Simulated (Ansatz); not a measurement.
Process, species as SMILES: [B]=N (B-NH) → [B-]=N (closed-shell singlet) (an electron is taken up)
B3LYP-D3(BJ)/def2-TZVP geometries, fixed; electronic energies without zero-point terms; positive where energy is released.
Largest species:
```
N
B 1 1.2337
H 1 0.9930 2 180.00
```
Charge 0, spin multiplicity 2.

The adiabatic electron affinity at CCSD(T) with Ansatz (a first-principles code), in eV, split into its Hartree-Fock and correlation parts. Cores are frozen. Open shells are unrestricted. No added dispersion term, no relativity. Functions are those of the species that has most.

```csv
basis,X,functions,Hartree-Fock,CCSD(T)
aug-cc-pVDZ,2,55,0.562,1.699
aug-cc-pVTZ,3,115,0.550,1.760
aug-cc-pVQZ,4,206,0.541,1.764
```

Worked estimate of the basis-set limit from each neighbouring pair, with Hartree-Fock from the larger set and the correlation part extrapolated as X^-3.
Correlation parts: X = 2: 1.137, X = 3: 1.210, X = 4: 1.223.
- (2,3): (27·(1.210) - 8·(1.137))/19 = 1.241; with Hartree-Fock 0.550 the estimate is 1.791 eV.
- (3,4): (64·(1.223) - 27·(1.210))/37 = 1.232; with Hartree-Fock 0.541 the estimate is 1.773 eV.
The last two estimates differ by 0.017 eV; the largest set lies 0.009 from the last. Over the last step Hartree-Fock moves by -0.009 and the correlation part by 0.013.
